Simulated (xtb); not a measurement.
A run for xtb: GFN2-xTB on ClGeHO (SMILES [OH][Ge][Cl]), a point of a torsion scan.

```
$ xtb mol.xyz --gfn 2 --opt vtight --chrg 0 --uhf 0 --input xcontrol
4

O     -1.12134247     0.18505777     0.31879109
Ge     0.42342313     0.91831815    -0.17137041
Cl     0.34989396     1.52782002    -2.24178745
H     -1.34359519    -0.61181588    -0.21594504
$constrain
  force constant=1.0
  dihedral: 4,1,2,3,60.0
$end
```

Output:

```
[...]
           -------------------------------------------------
          |                Calculation Setup                |
           -------------------------------------------------



           -------------------------------------------------
          |                 G F N 2 - x T B                 |
           -------------------------------------------------

        Reference                      10.1021/acs.jctc.8b01176
      * Hamiltonian:
        H0-scaling (s, p, d)           1.850000    2.230000    2.230000
        zeta-weighting                 0.500000
      * Dispersion:
        s8                             2.700000
        a1                             0.520000
        a2                             5.000000
        s9                             5.000000
      * Repulsion:
        kExp                           1.500000    1.000000
        rExp                           1.000000
      * Coulomb:
        alpha                          2.000000
        third order                    shell-resolved
        anisotropic                    true
        a3                             3.000000
        a5                             4.000000
        cn-shift                       1.200000
        cn-exp                         4.000000
        max-rad                        5.000000


          ...................................................
          :                      SETUP                      :
          :.................................................:
          :  # basis functions                  25          :
          :  # atomic orbitals                  23          :
          :  # shells                            9          :
          :  # electrons                        18          :
          :  max. iterations                   250          :
          :  Hamiltonian                  GFN2-xTB          :
          :  restarted?                      false          :
          :  GBSA solvation                  false          :
          :  PC potential                    false          :
          :  electronic temp.          300.0000000     K    :
          :  accuracy                    1.0000000          :
          :  -> integral cutoff          0.2500000E+02      :
          :  -> integral neglect         0.1000000E-07      :
          :  -> SCF convergence          0.1000000E-05 Eh   :
          :  -> wf. convergence          0.1000000E-03 e    :
          :  Broyden damping             0.4000000          :
          :  net charge                          0          :
          :  unpaired electrons                  0          :
          ...................................................

 iter      E             dE          RMSdq      gap      omega  full diag
   1    -10.8489930 -0.108490E+02  0.232E+01    2.25       0.0  T
   2    -11.0368376 -0.187845E+00  0.112E+01    5.09       1.0  T
   3    -11.1814770 -0.144639E+00  0.738E+00    3.90       1.0  T
   4    -11.1209732  0.605038E-01  0.714E+00    3.27       1.0  T
   5    -11.1811602 -0.601870E-01  0.825E-01    4.17       1.0  T
   6    -11.1821727 -0.101245E-02  0.394E-01    4.10       1.0  T
   7    -11.1822892 -0.116553E-03  0.108E-01    4.08       1.0  T
   8    -11.1823189 -0.296337E-04  0.408E-02    4.06       1.2  T
   9    -11.1823186  0.261765E-06  0.318E-02    4.06       1.6  T
  10    -11.1823198 -0.124154E-05  0.127E-02    4.06       3.9  T
  11    -11.1823204 -0.549513E-06  0.682E-03    4.06       7.3  T
  12    -11.1823206 -0.174596E-06  0.150E-03    4.06      33.2  T
  13    -11.1823205  0.773118E-08  0.186E-03    4.06      26.9  T
  14    -11.1823206 -0.915036E-08  0.786E-04    4.06      63.6  T
  15    -11.1823206 -0.131585E-08  0.331E-04    4.06     151.1  T

   *** convergence criteria satisfied after 15 iterations ***

         #    Occupation            Energy/Eh            Energy/eV
      -------------------------------------------------------------
         1        2.0000           -1.0416370             -28.3444
       ...           ...                  ...                  ...
         3        2.0000           -0.6418127             -17.4646
         4        2.0000           -0.5534192             -15.0593
         5        2.0000           -0.4823804             -13.1262
         6        2.0000           -0.4748886             -12.9224
         7        2.0000           -0.4338664             -11.8061
         8        2.0000           -0.4280163             -11.6469
         9        2.0000           -0.4093445             -11.1388 (HOMO)
        10                         -0.2600942              -7.0775 (LUMO)
        11                         -0.1494763              -4.0675
        12                         -0.1161702              -3.1612
        13                         -0.0104287              -0.2838
        14                          0.0223312               0.6077
       ...                                ...                  ...
        23                
[...]
      -17.6789
         4        2.0000           -0.5324314             -14.4882
         5        2.0000           -0.4806382             -13.0788
         6        2.0000           -0.4756153             -12.9422
         7        2.0000           -0.4208139             -11.4509
         8        2.0000           -0.4145842             -11.2814
         9        2.0000           -0.4098367             -11.1522 (HOMO)
        10                         -0.2502260              -6.8090 (LUMO)
        11                         -0.1480922              -4.0298
        12                         -0.1326272              -3.6090
        13                          0.0127756               0.3476
        14                          0.0410323               1.1165
       ...                                ...                  ...
        23                          0.9059470              24.6521
      -------------------------------------------------------------
                  HL-Gap            0.1596107 Eh            4.3432 eV
             Fermi-level           -0.3300314 Eh           -8.9806 eV

 SCC (total)                   0 d,  0 h,  0 min,  0.002 sec
 SCC setup                      ...        0 min,  0.000 sec (  1.867%)
 Dispersion                     ...        0 min,  0.000 sec (  0.423%)
 classical contributions        ...        0 min,  0.000 sec (  0.169%)
 integral evaluation            ...        0 min,  0.001 sec ( 28.794%)
 iterations                     ...        0 min,  0.001 sec ( 24.100%)
 molecular gradient             ...        0 min,  0.001 sec ( 40.370%)
 printout                       ...        0 min,  0.000 sec (  4.020%)

         :::::::::::::::::::::::::::::::::::::::::::::::::::::
         ::                     SUMMARY                     ::
         :::::::::::::::::::::::::::::::::::::::::::::::::::::
         :: total energy             -11.171363524389 Eh    ::
         :: gradient norm              0.000093146863 Eh/a0 ::
         :: HOMO-LUMO gap              4.343228657541 eV    ::
         ::.................................................::
         :: SCC energy               -11.195768368258 Eh    ::
         :: -> isotropic ES            0.008564825541 Eh    ::
         :: -> anisotropic ES          0.002004350838 Eh    ::
         :: -> anisotropic XC         -0.000661107252 Eh    ::
         :: -> dispersion             -0.002017263809 Eh    ::
         :: repulsion energy           0.024400937182 Eh    ::
         :: add. restraining           0.000003906688 Eh    ::
         :: total charge              -0.000000000000 e     ::
         :::::::::::::::::::::::::::::::::::::::::::::::::::::

           -------------------------------------------------
          |                Property Printout                |
           -------------------------------------------------

    * Orbital Energies and Occupations

         #    Occupation            Energy/Eh            Energy/eV
      -------------------------------------------------------------
         1        2.0000           -1.0302161             -28.0336
         2        2.0000           -0.6969123             -18.9639
         3        2.0000           -0.6496863             -17.6789
         4        2.0000           -0.5324314             -14.4882
         5        2.0000           -0.4806382             -13.0788
         6        2.0000           -0.4756153             -12.9422
         7        2.0000           -0.4208139             -11.4509
         8        2.0000           -0.4145842             -11.2814
         9        2.0000           -0.4098367             -11.1522 (HOMO)
        10                         -0.2502260              -6.8090 (LUMO)
        11                         -0.1480922              -4.0298
        12                         -0.1326272              -3.6090
        13                          0.0127756               0.3476
        14                          0.0410323               1.1165
        15                          0.0423402               1.1521
        16                          0.0470605               1.2806
        17                          0.0528596               1.4384
        18                          0.0586002               1.5946
        19                          0.0624585               1.6996
        20                          0.1160242               3.1572
       ...                                ...                  ...
        23                          0.9059470              24.6521
      -------------------------------------------------------------
                  HL-Gap            0.1596107 Eh            4.3432 eV
             Fermi-level           -0.3300314 Eh           -8.9806 eV

     #   Z          covCN         q      C6AA      α(0)
     1   8 O        1.588    -0.491    22.740     6.435
     2  32 Ge       1.592     0.429   246.803    32.893
     3  17 Cl       0.811    -0.256   107.195    15.838
     4   1 H        0.806     0.318     0.668     1.284

 Mol. C6AA /au·bohr⁶  :        973.975325
 Mol. C8AA /au·bohr⁸  :      57109.310782
 Mol. α(0) /au        :         56.449690


Wiberg/Mayer (AO) data.
largest (>0.10) Wiberg bond orders for each atom

 ---------------------------------------------------------------------------
     #   Z sym  total        # sym  WBO       # sym  WBO       # sym  WBO
 ---------------------------------------------------------------------------
Note: The following floating-point exceptions are signalling: IEEE_UNDERFLOW_FLAG IEEE_DENORMAL
normal termination of xtb
     1   8 O    2.223 --     2 Ge   1.335     4 H    0.846
     2  32 Ge   2.622 --     1 O    1.335     3 Cl   1.237
     3  17 Cl   1.283 --     2 Ge   1.237
     4   1 H    0.899 --     1 O    0.846
 ---------------------------------------------------------------------------

Topologies differ in total number of bonds
Writing topology from bond orders to xtbtopo.mol

molecular dipole:
                 x           y           z       tot (Debye)
 q only:        0.165      -0.370       0.872
   full:        0.088      -0.506       1.076       3.031
molecular quadrupole (traceless):
                xx          xy          yy          xz          yz          zz
 q only:        3.654       2.291       1.568       1.383       4.515      -5.222
  q+dip:        4.550       2.540       1.767       2.214       5.670      -6.317
   full:        4.754       1.433       3.119       1.792       6.434      -7.873

           -------------------------------------------------
          |                Geometry Summary                 |
           -------------------------------------------------

      molecular mass/u    :      125.0878334
   center of mass at/Å    :        0.2369877       1.0450582      -0.6841923
  moments of inertia/u·Å² :        0.3792524E+02   0.1387864E+03   0.1765205E+03
rotational constants/cm⁻¹ :        0.4444964E+00   0.1214646E+00   0.9549957E-01

 * 2 selected distances

     #   Z          #   Z                                           value/Å
     1   8 O        2  32 Ge                                      1.7305777 (max)
     1   8 O        4   1 H                                       0.9522277 (min)

 * 2 distinct bonds (by element types)

   Z      Z             #   av. dist./Å        max./Å        min./Å
   1 H    8 O           1     0.9522277     0.9522277     0.9522277
   8 O   32 Ge          1     1.7305777     1.7305777     1.7305777


optimized geometry written to: xtbopt.xyz


           -------------------------------------------------
          | TOTAL ENERGY              -11.171363524389 Eh   |
          | GRADIENT NORM               0.000093146863 Eh/α |
          | HOMO-LUMO GAP               4.343228657541 eV   |
           -------------------------------------------------

------------------------------------------------------------------------
------------------------------------------------------------------------
 total:
 SCF:
 ANC optimizer:
```

The run finished.

Warnings raised: the energy holds the restraint's term.

Cost: roughly 0.08 core-seconds.
